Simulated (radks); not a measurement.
Results of a calculation; reference values are marked as such.
The xenon ion Xe15+, configuration [Kr] 4d3.

Code: a radial shooting solver on a logarithmic mesh with Libxc functionals. Model: scalar-relativistic Kohn-Sham, PBE, spin-unpolarised, spherical densities, point nucleus.

Energy parts (eV):
total: -200407.637
kinetic: 210889.295
electron-nucleus: -471518.201
Hartree: 64960.699
exchange-correlation: -4739.431

Orbitals (lengths in bohr, moments of r in powers of bohr; <r^-3> diverges for s and p1/2; r(max) is where P^2 peaks; r(90%) holds 90 % of the orbital's charge):
orbital,occ.,eigenvalue (eV),<r^2>,<r^-3>,r(90%),r(max)
1s,2,-34725.75,0.0009637,-,0.0480,0.01715
2s,2,-5701.629,0.01548,-,0.177,0.09694
2p,6,-5152.517,0.01227,6173,0.163,0.07779
3s,2,-1433.693,0.1063,-,0.448,0.2783
3p,6,-1256.307,0.1062,1204,0.454,0.2720
3d,10,-994.9900,0.09153,166.6,0.436,0.2248
4s,2,-506.7617,0.5168,-,0.966,0.6433
4p,6,-446.6583,0.5659,285.2,1.02,0.6673
4d,3,-357.6319,0.6425,35.23,1.10,0.6930

The highest occupied level is 4d at -357.63 eV. For comparison, the ionisation energy in NIST's Atomic Spectra Database is 374 eV (theoretical). In exact Kohn-Sham theory the highest level is minus the ionisation energy, but local and semilocal functionals leave it too shallow, through self-interaction and a potential that decays too fast; potentials with the right tail come closer. The density falls to 0.001 e/bohr^3 at r = 1.80 bohr. Summed over all electrons, <r^2> = 8.228 bohr^2, which gives a Langevin (diamagnetic) susceptibility term of -6.52 x 10^-6 cm^3/mol.

Beside tabulated values, note that spin-unpolarised runs miss the spin-polarisation part of the exchange energy of open shells.
